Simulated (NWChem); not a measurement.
Si2NH5F2; SMILES F[Si@H](N)[SiH2]F

```xyz
10

N      1.5921    -1.2678     0.3617
Si     0.0903    -0.8788    -0.3744
F     -1.1456    -1.8556     0.0472
Si    -0.5728     1.2692     0.2852
F      0.4677     2.3670    -0.3074
H      1.7611    -1.1202     1.3491
H      2.1765    -2.0093    -0.0060
H      0.2886    -1.0500    -1.8365
H     -1.9341     1.5999    -0.2193
H     -0.5803     1.3861     1.7723
```
Atoms are numbered in this order, from 1.

Program: NWChem. Medium grid unless said otherwise, to which SCAN and Minnesota functionals are sensitive. Structure relaxed at the B3LYP/6-31G* (spherical d) level. Hybrids' shares of exact exchange are those that their runs print; pure functionals count as 0. The functionals differ in more than this share.

```csv
row,share of exact exchange,orbital gap (eV)
PBE/def2-TZVP,0.00,5.13
r2SCAN/def2-TZVP,0.00,5.74
TPSSh/def2-TZVP,0.10,6.32
B3LYP/def2-TZVP,0.20,6.96
PW6B95/def2-TZVP,0.28,withheld
Hartree-Fock/def2-TZVP,1.00,13.74
```

Q: Fit a straight line of the last column on the one before it, predict the withheld value, and compare with the run.

A: 
1. Means of the 5 shown rows: x = 0.260, y = 7.578. Slope Σ(x − x̄)(y − ȳ)/Σ(x − x̄)² = 5.913/0.7120 = 8.304; intercept 5.419.
2. The shown rows scatter about the line by 0.203 (root mean square); the largest residual is +0.32, at r2SCAN/def2-TZVP.
3. At x = 0.28 (PW6B95/def2-TZVP; inside the shown range) the line gives 7.74.
4. The run gives 7.48, -0.26 from the line, 1.3 times the scatter.
